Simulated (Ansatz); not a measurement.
`[CH3][AlH][S]C` and `[CH3][AlH][SH]` differ in one atom or group.

Ansatz, PBE0-D4/def2-TZVP geometries, multiplicity 1. Each molecule was computed in one conformer, which needn't be the lowest.

```csv
property,`[CH3][AlH][S]C`
LUMO energy (PBE/def2-TZVPP) / eV,-1.57
HOMO–LUMO gap (B3LYP/def2-TZVPP) / eV,5.77
HOMO energy (PBE/def2-TZVPP) / eV,-5.88
size of the dipole moment (PBE/def2-TZVPP) / D,2.14
"ideal-gas entropy at 298 K and 1 bar (rigid rotor, harmonic PBE0-D4/def2-TZVP) / J/(mol·K)",362
HOMO energy (ωB97M-V/def2-TZVPP) / eV,-9.20
```

Task: Give the same properties after the change, and the shifts. (Estimate.)

Result: Computed: 
| property | `[CH3][AlH][SH]` | shift |
| --- | --- | --- |
| LUMO energy (PBE/def2-TZVPP) / eV | -1.68 | -0.11 |
| HOMO–LUMO gap (B3LYP/def2-TZVPP) / eV | 6.26 | 0.49 |
| HOMO energy (PBE/def2-TZVPP) / eV | -6.47 | -0.59 |
| size of the dipole moment (PBE/def2-TZVPP) / D | 0.97 | -1.17 |
| ideal-gas entropy at 298 K and 1 bar (rigid rotor, harmonic PBE0-D4/def2-TZVP) / J/(mol·K) | 319 | -43 |
| HOMO energy (ωB97M-V/def2-TZVPP) / eV | -9.84 | -0.64 |

With PBE0 the HOMO falls by 0.62 eV and the LUMO falls by 0.10 eV, so the gap widens by about 0.52 eV. PBE moves the HOMO by -0.59 eV and ωB97M-V by -0.64 eV. The zero-point energy changes by -78.3 kJ/mol with -9 modes. Dipoles are sizes alone; their direction can turn. Modes under 60 cm⁻¹, often nearly free rotors, make the harmonic entropy too high.

B3LYP here is the variant with VWN-RPA as its local correlation; programs differ in this.
